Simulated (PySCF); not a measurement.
SMILES COC(=O)CSC (C4H8O2S), singlet (GFN2-xTB optimised geometry):

```
15

C      2.886    -0.579     1.343
O      1.472    -0.662     1.221
C      0.998    -0.913     0.000
O      1.684    -1.110    -0.966
C     -0.511    -0.913     0.000
S     -1.082     0.829     0.000
C     -2.865     0.505    -0.126
H      3.095    -0.495     2.406
H      3.355    -1.472     0.925
H      3.258     0.298     0.809
H     -0.881    -1.396    -0.903
H     -0.893    -1.392     0.901
H     -3.076    -0.022    -1.053
H     -3.193    -0.076     0.731
H     -3.355     1.472    -0.129
```

Computed with PySCF 2.14.0 with CAM-B3LYP/def2-TZVP.

### Question
What are the frontier orbital energies and the dipole moment?

### Answer
HOMO-2 -10.33 eV, HOMO-1 -9.59 eV, HOMO -7.88 eV, LUMO 1.01 eV, LUMO+1 1.55 eV; dipole moment 2.34 D.

Meta-Löwdin charges at CAM-B3LYP/def2-TZVP: C1 -0.12, O2 -0.34, C3 0.53, O4 -0.46, C5 -0.30, S6 0.06, C7 -0.40, H8 0.13, H9 0.13, H10 0.12, H11 0.13, H12 0.13, H13 0.12, H14 0.12, H15 0.14.
